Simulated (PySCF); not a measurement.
These are PySCF with PBE-D3(BJ)/def2-TZVP // r2SCAN-D4/def2-TZVP values and carry that method's errors. All species are isolated molecules in the gas phase. One relaxed conformer stands for a flexible species; it need not be the lowest. 

Reference species (SMILES): `[InH3]` (neutral, multiplicity 1).

- HOMO–LUMO gap: 4.35 eV
- HOMO: -7.00 eV

Changed species: `[NH2][InH2]` (1 of 3 H replaced by NH2; the reference has 0 of 3 H replaced by NH2).

Predict the effect on the HOMO–LUMO gap and HOMO.

the HOMO–LUMO gap drops by 0.49 eV, to 3.86 eV; the HOMO increases by 1.37 eV, to -5.63 eV.
